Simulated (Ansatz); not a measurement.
Total energies of C$_{2}$H$_{2}$AlFTe, SMILES `C=[C]1[Te][Al]1[F]`.

Z-matrix (Å, degrees):
```
C
C 1 1.321
H 1 1.088 2 119.5
H 1 1.086 2 124.0 3 180.0
Te 2 2.259 1 126.2 3 -180.0
Al 2 1.876 1 162.4 3 -0.0
F 6 1.637 2 146.7 1 0.0
```

Charge 0, multiplicity 1. Correlated methods include outer-core shells of Te, which these sets cover unevenly. Te takes the def2 core potential. Geometry: relaxed with PBE0-D4/def2-TZVP. Basis def2-TZVPP, the Gaussian-basis code of Ansatz.

RPA on PBE orbitals: Hartree–Fock energy of these orbitals -685.32473 Eh, correlation -1.57570 Eh (frozen core).

```
             functional  energy without D4 (Eh)  D4 term (kJ/mol)
                    PBE              -687.51049             -19.0
                   BLYP              -687.76512             -40.7
                 r2SCAN              -687.84038              -4.2
                 B97M-V              -687.74422                 –
                  B3LYP              -687.95705             -31.4
                r2SCAN0              -687.78106              -5.2
HSE06 (plane-wave form)              -687.53574             -15.5
                ωB97X-V              -687.72454                 –
                ωB97M-V              -687.74637                 –
                 B2PLYP              -687.43630                 –
```

(1) Give the same for LDA (SPW92), revPBE, PBE0, r2SCANh, BHLYP, CAM-B3LYP, LC-ωPBE, PBE-QIDH. (An estimate is asked.)

B3LYP takes the VWN-RPA correlation (the form of Gaussian; ORCA's B3LYP/G). HSE06 is the plane-wave form, built on full-range PBE exchange. The double hybrids freeze the cores in their second-order part.

Results:

(1) Ansatz gave: 
| functional | energy without D4 (Eh) | D4 term (kJ/mol) |
| --- | --- | --- |
| LDA (SPW92) | -685.06543 | – |
| revPBE | -687.78367 | -48.1 |
| PBE0 | -687.55131 | -16.3 |
| r2SCANh | -687.81614 | -4.7 |
| BHLYP | -687.70127 | -28.8 |
| CAM-B3LYP | -687.77469 | -17.0 |
| LC-ωPBE | -687.66807 | – |
| PBE-QIDH | -687.27453 | – |

LC-ωPBE has ω = 0.4 bohr⁻¹.
